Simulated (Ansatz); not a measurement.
Reaction (ligand exchange at a Ga–C bond): `[OH][GaH][CH2][SiH3]` + HBr → `[OH][GaH][Br]` + `C[SiH3]`

Isolated molecules relaxed with PBE0-D4/def2-TZVP in Ansatz; ΔE leaves out vibrations. CBS: MP2 limit from def2 TZ/QZ plus the TZ coupled-cluster correction, frozen cores. This one scheme is used for every species. Functionals use def2-TZVPP. B3LYP here is the variant with VWN-RPA as its local correlation; programs differ in this. For Br, Ga outer-core shells are correlated without core-valence functions, which leaves a few kJ/mol of doubt a bond. Scalar relativity is left out up to krypton. One conformer a species, not always the lowest.

`[OH][GaH][CH2][SiH3]`:

```xyz
11

O    -1.164   -1.551    1.638
Ga   -0.559    0.134    1.566
C     0.776    0.557    0.185
Si    0.188    0.177   -1.544
H    -0.808   -2.126    0.957
H    -1.189    1.076    2.635
H     1.065    1.608    0.266
H     1.666   -0.049    0.388
H    -0.124   -1.275   -1.662
H    -1.056    0.935   -1.852
H     1.203    0.515   -2.579
```

HBr:

Cartesian coordinates in Å:
```
Br -0.327 -0.532 0.338
H 0.327 0.532 -0.338
```

`[OH][GaH][Br]`:

```xyz
5

O     0.089    0.330    1.342
Ga    0.048    0.320   -0.430
Br   -0.340   -1.722   -1.391
H    -0.058   -0.534    1.735
H     0.261    1.605   -1.257
```

`C[SiH3]`:

```xyz
8

C     0.702   -0.177   -0.671
Si   -0.628    0.159    0.601
H     0.276   -0.642   -1.563
H     1.463   -0.849   -0.268
H     1.193    0.751   -0.973
H    -1.666    1.071    0.049
H    -0.047    0.795    1.814
H    -1.294   -1.107    1.013
```

```tsv
level	ΔE (kcal/mol)	difference from CCSD(T)/CBS
PBE0-D4	-33.1	-1.6
B3LYP-D4	-33.3	-1.8
PBE	-33.0	-1.5
r2SCAN	-34.2	-2.7
HF/def2-TZVPP	-39.3	-7.8
SCS-MP2/def2-TZVPP	-32.9	-1.4
CCSD/def2-TZVPP	-32.6	-1.1
CCSD(T)/def2-TZVPP	-32.0	-0.5
MP2/def2-QZVPP	-32.1	-0.6
SCS-MP2/def2-QZVPP	-32.7	-1.2
CCSD(T)/CBS	-31.5	0
```

Largest T1 diagnostic among the species: 0.014.

In def2-TZVPP, CCSD(T) changes the Hartree–Fock value by +7.4 kcal/mol (the triples alone add +0.7 kcal/mol) and MP2 by +6.9 kcal/mol. The D4 term adds +1.6 kcal/mol with B3LYP and +0.9 kcal/mol with PBE0; it sums over pairs of atoms, weighted by their polarisabilities, and B3LYP, whose exchange is more repulsive, gets the larger term. From PBE to PBE0 (25 % exact exchange), in def2-TZVPP and without D4, ΔE moves by −1.0 kcal/mol.
